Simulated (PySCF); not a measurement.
**Radial density of Cu (copper, neutral)**

UHF, [Ar] 3d9 4s1 4p1, one real determinant (an excited configuration). All numbers are calculated (PySCF 2.14, scalar relativity through the core potential, in aug-cc-pVDZ-PP with ECP10MDF). This is the valence pseudo-density: the core potential removes the inner electrons and smooths the orbitals near the nucleus.

```
r (bohr)  4πr²ρ (e/bohr)  4πr²(ρα − ρβ)
 0.00676       1.485e-05         0.0000
  0.0114       4.167e-05         0.0000
  0.0191       0.0001212         0.0000
  0.0322       0.0004907         0.0000
  0.0541        0.004628         0.0004
  0.0911         0.06280         0.0064
   0.153          0.6310         0.0642
   0.258           4.066         0.3495
   0.433           16.52         0.9871
   0.729           20.61         1.0291
    1.23           6.427         0.5501
    2.06           1.343         0.6886
    3.47          0.5430         0.5090
    5.84          0.1065         0.1065
    9.82        0.001769         0.0018
```

⟨L²⟩ = 8.05 against 12 for a pure F term, so this real determinant mixes terms. Energies and moments cover only the electrons outside the core potential.
